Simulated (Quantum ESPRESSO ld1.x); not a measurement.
Values are calculated unless marked as measured or tabulated.
Pd2+, configuration [Kr] 4d8.

Code: ld1.x of Quantum ESPRESSO 7.5. Model: scalar-relativistic Kohn-Sham, LDA (Slater exchange, VWN5 correlation), spin-polarised, spherical densities, point nucleus; open shells are filled with parallel spins first.

Energy parts (hartree):
| part | energy |
|---|---|
| total | -5040.0564 |
| kinetic | 5226.4829 |
| electron-nucleus | -12143.6329 |
| Hartree | 2015.4148 |
| exchange-correlation | -138.3212 |

Orbitals (lengths in bohr, moments of r in powers of bohr; <r^-3> diverges for s and p1/2):
orbital,occ.,eigenvalue (hartree),<r>,<r^-3>,<r^2>
1s up,1,-887.904,0.03188,-,0.001374
1s down,1,-887.904,0.03188,-,0.001374
2s up,1,-130.475,0.1385,-,0.02261
2s down,1,-130.462,0.1385,-,0.02260
2p up,3,-117.152,0.1207,3500,0.01779
2p down,3,-117.142,0.1207,3500,0.01779
3s up,1,-24.2746,0.3800,-,0.1653
3s down,1,-24.2657,0.3800,-,0.1652
3p up,3,-19.8963,0.3792,617.5,0.1671
3p down,3,-19.8866,0.3792,617.6,0.1670
3d up,5,-12.9211,0.3579,84.12,0.1529
3d down,5,-12.9082,0.3578,84.12,0.1528
4s up,1,-4.08571,0.9418,-,1.006
4s down,1,-4.03516,0.9411,-,1.004
4p up,3,-2.82510,1.033,101.9,1.222
4p down,3,-2.77335,1.032,102.1,1.222
4d up,5,-1.03594,1.370,8.265,2.242
4d down,3,-0.98706,1.382,8.182,2.290
5s up,0,-0.76674,2.546,-,7.284
5s down,0,-0.74362,2.583,-,7.501
5p up,0,-0.52935,3.059,10.33,10.56
5p down,0,-0.51386,3.116,9.730,10.96

The highest occupied level is 4d down at -26.859 eV. For comparison, the ionisation energy in NIST's Atomic Spectra Database is 32.930 eV (semi-empirical). In exact Kohn-Sham theory the highest level is minus the ionisation energy, but local and semilocal functionals leave it too shallow, through self-interaction and a potential that decays too fast; potentials with the right tail come closer. The density falls to 0.001 e/bohr^3 at r = 3.36 bohr. Summed over all electrons, <r^2> = 30.44 bohr^2, which gives a Langevin (diamagnetic) susceptibility term of -24.1 x 10^-6 cm^3/mol. Spin moment in Bohr magnetons: 2.
